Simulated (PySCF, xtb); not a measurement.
Si(Me)(OH)2(PH2) (CH7O2PSi), SMILES C[Si](O)(O)P. One conformer was computed; it need not be the lowest.

Harmonic wavenumbers (cm⁻¹) from GFN2-xTB (xtb 6.7.1) at its own minimum, in rising order: 81, 85, 127, 148, 201, 220, 235, 250, 312, 467, 685, 703, 724, 778, 789, 817, 846, 868, 915, 1141, 1370, 1476, 1484, 2308, 2397, 3044, 3046, 3061, 3650, 3659.

What does PBE-D3(BJ)/def2-SVP in PySCF give at its own minimum? (An estimate is asked for; the answer gives what the named calculation found.)

113, 135, 143, 166, 219, 244, 253, 287, 357, 438, 597, 667, 683, 737, 745, 786, 855, 870, 910, 1047, 1220, 1377, 1382, 2314, 2332, 2976, 3072, 3089, 3745, 3753. Paired by order, the mean absolute difference is 47 cm⁻¹ and the zero-point energies are 51.3 and 50.8 kcal/mol.
